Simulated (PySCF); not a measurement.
# Bond curve of RbLi

Set-up: PySCF, scalar-relativistic core potentials, basis sets Rb def2-TZVP with ECP28, Li def2-TZVP. Energies in eV from Rb + Li in their ground configurations at the same level. State: ¹Σ⁺ (singlet), closed shell.

All columns are PBE0. A positive dipole means Rb(−)Li(+).

```
R (Å)  E (eV)  μ (D)  Mulliken charge on Rb (basis-dependent)  HOMO (eV)  LUMO (eV)  Mayer bond order  ⟨S²⟩
3.052  -0.470  -3.46                                     0.12      -3.32      -1.15              0.99  0.00
3.194  -0.541  -3.57                                     0.10      -3.28      -1.18              1.00  0.00
3.336  -0.584  -3.69                                     0.09      -3.25      -1.21              1.00  0.00
3.442  -0.600  -3.78                                     0.08      -3.22      -1.23              1.00  0.00
3.549  -0.605  -3.89                                     0.08      -3.20      -1.26              1.00  0.00
3.655  -0.601  -3.99                                     0.08      -3.17      -1.29              0.99  0.00
3.797  -0.583  -4.13                                     0.09      -3.14      -1.33              0.99  0.00
3.975  -0.545  -4.30                                     0.09      -3.10      -1.38              0.99  0.00
4.188  -0.484  -4.51                                     0.10      -3.07      -1.44              0.99  0.00
4.472  -0.387  -4.76                                     0.10      -3.02      -1.53              0.99  0.00
```

A fit through these points gives, at Re = 3.550 Å, μ = -3.89 D and dμ/dR = -0.957 D/Å; the reduced mass is 6.481 u.

Task: How strong is the fundamental in the double-harmonic approximation, I = 42.26·(dμ/dR)²/μred km/mol?

Result: I = 42.26·(-0.957)²/6.481 = 5.97 km/mol at PBE0.

Closed-shell solutions of metal pairs were not tested for spin polarisation, which can lower them a little.
